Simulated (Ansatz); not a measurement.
Ansatz (a program for electronic structure) input:

Ansatz 0.2 input:
```yaml
crystal:
  periodic: [false, false, false]
  atoms:
    - {symbol: C, position_ang: [2.49895923, -0.48462890, 0.23797788]}
    - {symbol: C, position_ang: [1.21162017, -0.06056542, -0.01791662]}
    - {symbol: C, position_ang: [0.73051464, 1.01076584, -0.81124619]}
    - {symbol: C, position_ang: [-0.66882476, 1.01475889, -0.74014322]}
    - {symbol: C, position_ang: [-1.06650080, -0.03104651, 0.08024587]}
    - {symbol: N, position_ang: [0.07115752, -0.66682475, 0.50588719]}
    - {symbol: C, position_ang: [-2.42126403, -0.47841628, 0.49396585]}
    - {symbol: H, position_ang: [2.70168878, -1.33313259, 0.87575097]}
    - {symbol: H, position_ang: [3.33636485, 0.03338665, -0.20232086]}
    - {symbol: H, position_ang: [1.35829715, 1.68983477, -1.36353046]}
    - {symbol: H, position_ang: [-1.34068721, 1.70123152, -1.22921437]}
    - {symbol: H, position_ang: [0.08904967, -1.46513793, 1.11509443]}
    - {symbol: H, position_ang: [-2.62241826, -1.50770960, 0.18015537]}
    - {symbol: H, position_ang: [-3.17921488, 0.16150167, 0.04503878]}
    - {symbol: H, position_ang: [-2.54820934, -0.43740702, 1.58051447]}
basis:
  gaussian:
    orbitals: aug-cc-pVDZ
magnetization: {spin_polarized: true, initial_magnetization: 1}
correlation: {method: ccsd_t, electrons: outside_noble_gas}
output: {forces: true}
```

Problem. Which total energy does the run end on?

Solution. -287.39728 Eh (CCSD(T)/aug-cc-pVDZ). The basis has 233 functions.

It need not be the lowest isomer of its formula.

The determinant is spin-contaminated: <S^2> is 1.01 against 0.75 for a pure state.
